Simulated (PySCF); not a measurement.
isopropylamine (C3H9N), SMILES CC(C)N. Geometry optimised at B3LYP-D3(BJ)/def2-SVP. The values are those of a single conformer.

Computed equilibrium geometry at B3LYP-D3(BJ)/def2-SVP (PySCF confirms it by a frequency run) as Cartesian coordinates in Å, and its point group (one conformer of several):
point group Cs.
```xyz
13

C      0.0948    -0.6990    -1.2630
C     -0.3599     0.0306     0.0000
C      0.0948    -0.6990     1.2630
N      0.2078     1.3800     0.0000
H     -0.3084    -1.7232    -1.2979
H      1.1949    -0.7495    -1.2963
H     -0.2470    -0.1733    -2.1703
H     -1.4739     0.0362     0.0000
H     -0.2470    -0.1733     2.1703
H      1.1949    -0.7495     1.2963
H     -0.3084    -1.7232     1.2979
H     -0.1185     1.8998     0.8157
H     -0.1185     1.8998    -0.8157
```
